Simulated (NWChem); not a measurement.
System: Ca

NWChem input:

```
start job
memory heap 200 mb stack 900 mb global 1100 mb
geometry units angstroms noautosym nocenter noautoz
  Ca     0.000000     0.000000     0.000000
end
basis spherical
  * library 6-31+g*
end
dft
  xc b3lyp
  iterations 150
  vectors input atomic output neutral.movecs
end
task dft energy
charge 1
dft
  odft
  mult 2
  vectors input atomic output cation.movecs
end
task dft energy
charge -1
dft
  odft
  mult 2
  vectors input atomic output anion.movecs
end
task dft energy
```

Output (shortened):

```
             Northwest Computational Chemistry Package (NWChem) 7.3.0
             --------------------------------------------------------

                             Geometry "geometry" -> ""
                             -------------------------

 Output coordinates in angstroms (scale by  1.889725989 to convert to a.u.)

  No.       Tag          Charge          X              Y              Z
 ---- ---------------- ---------- -------------- -------------- --------------
    1 Ca                  20.0000     0.00000000     0.00000000     0.00000000

 Effective nuclear repulsion energy (a.u.)       0.0000000000

                                 NWChem DFT Module
                                 -----------------

 Summary of "ao basis" -> "ao basis" (spherical)
 ------------------------------------------------------------------------------
       Tag                 Description            Shells   Functions and Types
 ---------------- ------------------------------  ------  ---------------------
 Ca                         6-31+g*                 12       26   6s5p1d

            General Information
            -------------------
          SCF calculation type: DFT
          Wavefunction type:  closed shell.
          No. of atoms     :     1
          No. of electrons :    20
           Alpha electrons :    10
            Beta electrons :    10
          Charge           :     0
          Spin multiplicity:     1
          Use of symmetry is: off; symmetry adaption is: off
          Maximum number of iterations: 150
          AO basis - number of functions:    26
                     number of shells:    12
          Convergence on energy requested:  1.00D-06
          Convergence on density requested:  1.00D-05
          Convergence on gradient requested:  5.00D-04

              XC Information
              --------------
                         B3LYP Method XC Potential
                     Hartree-Fock (Exact) Exchange  0.200
                        Slater Exchange Functional  0.800 local
                    Becke 1988 Exchange Functional  0.720 non-local
              Lee-Yang-Parr Correlation Functional  0.810
                  VWN I RPA Correlation Functional  0.190 local

             Grid Information
             ----------------
          Grid used for XC integration:  medium
          Radial quadrature: Mura-Knowles
          Angular quadrature: Lebedev.
          Tag              B.-S. Rad. Rad. Pts. Rad. Cut. Ang. Pts.
          ---              ---------- --------- --------- ---------
          Ca                  1.80      112          19.0       590
          Grid pruning is: on
          Number of quadrature shells:   112
          Spatial weights used:  Erf1

      Superposition of Atomic Density Guess
      -------------------------------------

 Sum of atomic energies:        -676.70794136

      Non-variational initial energy
      ------------------------------

 Total energy =    -676.707941
 1-e energy   =    -926.373706
 2-e energy   =     249.665765
 HOMO         =      -0.195543
 LUMO         =       0.010388

   convergence    iter        energy       DeltaE   RMS-Dens  Diis-err
 ---------------- ----- ----------------- --------- --------- ---------
 d= 0,ls=0.0,diis     1   -677.5345885254 -6.78D+02  1.56D-02  1.53D-02
 d= 0,ls=0.0,diis     2   -677.5362958352 -1.71D-03  6.85D-04  2.91D-05
 d= 0,ls=0.0,diis     3   -677.5363042987 -8.46D-06  1.86D-04  1.27D-06
 d= 0,ls=0.0,diis     4   -677.5363045979 -2.99D-07  2.93D-05  2.89D-09
 d= 0,ls=0.0,diis     5   -677.5363046027 -4.80D-09  2.95D-07  1.09D-11

         Total DFT energy =     -677.536304602657
      One electron energy =     -926.629227816418
           Coulomb energy =      285.134755490626
    Exchange-Corr. energy =      -36.041832276864
 Nuclear repulsion energy =        0.000000000000

 Numeric. integr. density =       20.000000000004

                       DFT Final Molecular Orbital Analysis
                       ------------------------------------

 Vector    8  Occ=2.000000D+00  E=-1.106809D+00
              MO Center=  9.5D-16,  2.2D-15,  1.4D-15, r^2= 5.4D-01
   Bfn.  Coefficient  Atom+Function         Bfn.  Coefficient  Atom+Function
  ----- ------------  ---------------      ----- ------------  ---------------
     7      0.750796  1 Ca px                 8     -0.671240  1 Ca py
     9     -0.308420  1 Ca pz                 3     -0.243893  1 Ca px
     4      0.218049  1 Ca py                 5      0.100189  1 Ca pz

 Vector    9  Occ=2.000000D+00  E=-1.106809D+00
              MO Center=  4.6D-16,  1.4D-15, -1.9D-15, r^2= 5.4D-01
   Bfn.  Coefficient  Atom+Function         Bfn.  Coefficient  Atom+Function
  ----- ------------  ---------------      ----- ------------  ---------------
     9      0.861511  1 Ca pz                 7      0.560267  1 Ca px
     5     -0.279858  1 Ca pz                 8      0.230825  1 Ca py
     3     -0.182000  1 Ca px                 4     -0.074983  1 Ca py

 Vector   10  Occ=2.000000D+00  E=-1.550676D-01
              MO Center=  7.3D-14,  1.2D-13, -6.7D-14, r^2= 5.2D+00
   Bfn.  Coefficient  Atom+Function         Bfn.  Coefficient  Atom+Function
  ----- ------------  ---------------      ----- ------------  ---------------
    10      0.699807  1 Ca s                 14      0.365074  1 Ca s
     6      0.306075  1 Ca s                  2     -0.114470  1 Ca s
     1     -0.025364  1 Ca s

 Vector   11  Occ=0.000000D+00  E=-3.690495D-02
              MO Center= -1.4D-15,  1.8D-14,  4.8D-15, r^2= 1.2D+01
   Bfn.  Coefficient  Atom+Function         Bfn.  Coefficient  Atom+Function
  ----- ------------  ---------------      ----- ------------  ---------------
    15      0.497212  1 Ca px                17      0.343890  1 Ca pz
    11      0.315466  1 Ca px                13      0.218188  1 Ca pz
    19      0.108768  1 Ca px                21      0.075228  1 Ca pz
    16     -0.064740  1 Ca py                 3      0.053727  1 Ca px
     7     -0.042332  1 Ca px                12     -0.041076  1 Ca py

 Vector   12  Occ=0.000000D+00  E=-3.690495D-02
              MO Center=  7.2D-15,  1.6D-14, -1.1D-14, r^2= 1.2D+01
   Bfn.  Coefficient  Atom+Function         Bfn.  Coefficient  Atom+Function
  ----- ------------  ---------------      ----- ------------  ---------------
    16      0.405166  1 Ca py                17      0.395814  1 Ca pz
    12      0.257065  1 Ca py                13      0.251132  1 Ca pz
    15     -0.221005  1 Ca px                11     -0.140221  1 Ca px
    20      0.088632  1 Ca py                21      0.086587  1 Ca pz
    19     -0.048346  1 Ca px                 4      0.043781  1 Ca py

 Vector   13  Occ=0.000000D+00  E=-3.690495D-02
              MO Center= -1.3D-14, -2.1D-14,  1.5D-14, r^2= 1.2D+01
   Bfn.  Coefficient  Atom+Function         Bfn.  Coefficient  Atom+Function
  ----- ------------  ---------------      ----- ------------  ---------------
    16      0.448688  1 Ca py                17     -0.307801  1 Ca pz
    12      0.284679  1 Ca py                15      0.271309  1 Ca px
    13     -0.195291  1 Ca pz                11      0.172137  1 Ca px
    20      0.098153  1 Ca py                21     -0.067333  1 Ca pz
    19      0.059350  1 Ca px                 4      0.048484  1 Ca py

                                 NWChem DFT Module
                                 -----------------

            General Information
            -------------------
          SCF calculation type: DFT
          Wavefunction type:  spin polarized.
          No. of atoms     :     1
          No. of electrons :    19
           Alpha electrons :    10
            Beta electrons :     9
          Charge           :     1
          Spin multiplicity:     2
          Use of symmetry is: off; symmetry adaption is: off
          Maximum number of iterations: 150
          AO basis - number of functions:    26
                     number of shells:    12
          Convergence on energy requested:  1.00D-06
          Convergence on density requested:  1.00D-05
          Convergence on gradient requested:  5.00D-04

              XC Information
              --------------
                         B3LYP Method XC Potential
                     Hartree-Fock (Exact) Exchange  0.200
                        Slater Exchange Functional  0.800 local
                    Becke 1988 Exchange Functional  0.720 non-local
              Lee-Yang-Parr Correlation Functional  0.810
                  VWN I RPA Correlation Functional  0.190 local

             Grid Information
             ----------------
          Grid used for XC integration:  medium
          Radial quadrature: Mura-Knowles
          Angular quadrature: Lebedev.
          Tag              B.-S. Rad. Rad. Pts. Rad. Cut. Ang. Pts.
          ---              ---------- --------- --------- ---------
          Ca                  1.80      112          19.0       590
          Grid pruning is: on
          Number of quadrature shells:   112
          Spatial weights used:  Erf1

      Superposition of Atomic Density Guess
      -------------------------------------

 Sum of atomic energies:        -676.70794136

 Renormalizing density from      20.00 to     19

      Non-variational initial energy
      ------------------------------

 Total energy =    -654.731668
 1-e energy   =    -880.055021
 2-e energy   =     225.323353
 HOMO         =      -0.475531
 LUMO         =      -0.194939

   convergence    iter        energy       DeltaE   RMS-Dens  Diis-err
 ---------------- ----- ----------------- --------- --------- ---------
 d= 0,ls=0.0,diis     1   -677.2756146622 -6.77D+02  1.48D-02  6.56D-02
                                                     1.45D-02  7.96D-02
 d= 0,ls=0.0,diis     2   -677.3086012109 -3.30D-02  3.37D-03  9.99D-04
                                                     1.77D-03  9.84D-04
 d= 0,ls=0.0,diis     3   -677.3092482162 -6.47D-04  1.87D-04  2.61D-06
                                                     9.19D-05  3.30D-06
 d= 0,ls=0.0,diis     4   -677.3092502815 -2.07D-06  4.00D-05  4.42D-09
                                                     1.50D-06  1.17D-09
 d= 0,ls=0.0,diis     5   -677.3092502892 -7.76D-09  4.51D-07  2.50D-12
                                                     4.53D-08  1.93D-12

         Total DFT energy =     -677.309250289223
      One electron energy =     -921.516146517270
           Coulomb energy =      280.092534817951
    Exchange-Corr. energy =      -35.885638589904
 Nuclear repulsion energy =        0.000000000000

 Numeric. integr. density =       19.000000000012

                    DFT Final Alpha Molecular Orbital Analysis
                    ------------------------------------------

 Vector    8  Occ=1.000000D+00  E=-1.364768D+00
              MO Center= -2.0D-15,  5.2D-15,  2.9D-15, r^2= 5.3D-01
   Bfn.  Coefficient  Atom+Function         Bfn.  Coefficient  Atom+Function
  ----- ------------  ---------------      ----- ------------  ---------------
     9      0.764321  1 Ca pz                 7      0.519272  1 Ca px
     8      0.503790  1 Ca py                 5     -0.248837  1 Ca pz
     3     -0.169057  1 Ca px                 4     -0.164017  1 Ca py

 Vector    9  Occ=1.000000D+00  E=-1.364768D+00
              MO Center= -3.1D-14, -5.7D-14, -9.5D-15, r^2= 5.3D-01
   Bfn.  Coefficient  Atom+Function         Bfn.  Coefficient  Atom+Function
  ----- ------------  ---------------      ----- ------------  ---------------
     8      0.807407  1 Ca py                 9     -0.651739  1 Ca pz
     4     -0.262864  1 Ca py                 5      0.212184  1 Ca pz
     7      0.175967  1 Ca px                 3     -0.057289  1 Ca px

 Vector   10  Occ=1.000000D+00  E=-3.635800D-01
              MO Center= -9.4D-14,  9.8D-14, -2.7D-14, r^2= 4.2D+00
   Bfn.  Coefficient  Atom+Function         Bfn.  Coefficient  Atom+Function
  ----- ------------  ---------------      ----- ------------  ---------------
    10      1.009640  1 Ca s                  6      0.284309  1 Ca s
     2     -0.134118  1 Ca s                  1     -0.026656  1 Ca s

 Vector   11  Occ=0.000000D+00  E=-2.105112D-01
              MO Center= -2.0D-14,  3.2D-14, -9.2D-15, r^2= 6.7D+00
   Bfn.  Coefficient  Atom+Function         Bfn.  Coefficient  Atom+Function
  ----- ------------  ---------------      ----- ------------  ---------------
    13      0.726106  1 Ca pz                17      0.274816  1 Ca pz
    11      0.271617  1 Ca px                15      0.102801  1 Ca px
     5      0.088529  1 Ca pz                12     -0.045531  1 Ca py
     3      0.033116  1 Ca px                 9      0.028075  1 Ca pz

 Vector   12  Occ=0.000000D+00  E=-2.105112D-01
              MO Center=  4.9D-14, -1.9D-14, -3.3D-14, r^2= 6.7D+00
   Bfn.  Coefficient  Atom+Function         Bfn.  Coefficient  Atom+Function
  ----- ------------  ---------------      ----- ------------  ---------------
    11      0.620645  1 Ca px                12     -0.389905  1 Ca py
    13     -0.256616  1 Ca pz                15      0.234901  1 Ca px
    16     -0.147571  1 Ca py                17     -0.097124  1 Ca pz
     3      0.075671  1 Ca px                 4     -0.047538  1 Ca py
     5     -0.031287  1 Ca pz

 Vector   13  Occ=0.000000D+00  E=-2.105112D-01
              MO Center= -5.1D-14, -1.5D-14,  3.5D-15, r^2= 6.7D+00
   Bfn.  Coefficient  Atom+Function         Bfn.  Coefficient  Atom+Function
  ----- ------------  ---------------      ----- ------------  ---------------
    12      0.670059  1 Ca py                11      0.379608  1 Ca px
    16      0.253603  1 Ca py                15      0.143674  1 Ca px
    13     -0.099985  1 Ca pz                 4      0.081695  1 Ca py
     3      0.046283  1 Ca px                17     -0.037842  1 Ca pz
     8      0.025908  1 Ca py

                     DFT Final Beta Molecular Orbital Analysis
                     -----------------------------------------

 Vector    7  Occ=1.000000D+00  E=-1.361575D+00
              MO Center=  2.8D-14,  2.4D-14, -2.5D-14, r^2= 5.3D-01
   Bfn.  Coefficient  Atom+Function         Bfn.  Coefficient  Atom+Function
  ----- ------------  ---------------      ----- ------------  ---------------
     8      0.929198  1 Ca py                 7      0.490126  1 Ca px
     4     -0.302949  1 Ca py                 3     -0.159797  1 Ca px
     9      0.054292  1 Ca pz

 Vector    8  Occ=1.000000D+00  E=-1.361575D+00
              MO Center=  1.7D-14, -5.5D-15, -4.6D-15, r^2= 5.3D-01
   Bfn.  Coefficient  Atom+Function         Bfn.  Coefficient  Atom+Function
  ----- ------------  ---------------      ----- ------------  ---------------
     7      0.908774  1 Ca px                 8     -0.464458  1 Ca py
     3     -0.296290  1 Ca px                 9     -0.254928  1 Ca pz
     4      0.151429  1 Ca py                 5      0.083115  1 Ca pz

 Vector    9  Occ=1.000000D+00  E=-1.361575D+00
              MO Center=  3.3D-15,  7.2D-16,  6.6D-15, r^2= 5.3D-01
   Bfn.  Coefficient  Atom+Function         Bfn.  Coefficient  Atom+Function
  ----- ------------  ---------------      ----- ------------  ---------------
     9      1.019139  1 Ca pz                 5     -0.332273  1 Ca pz
     7      0.201211  1 Ca px                 8     -0.165681  1 Ca py
     3     -0.065601  1 Ca px                 4      0.054017  1 Ca py

 Vector   10  Occ=0.000000D+00  E=-2.978704D-01
              MO Center= -1.6D-13,  1.9D-13,  4.2D-14, r^2= 4.3D+00
   Bfn.  Coefficient  Atom+Function         Bfn.  Coefficient  Atom+Function
  ----- ------------  ---------------      ----- ------------  ---------------
    10      0.980311  1 Ca s                  6      0.286451  1 Ca s
     2     -0.132275  1 Ca s                 14      0.048831  1 Ca s
     1     -0.026539  1 Ca s

[...]
```

Level: B3LYP/6-31+G* (spherical d), vertical spin-unrestricted ions.
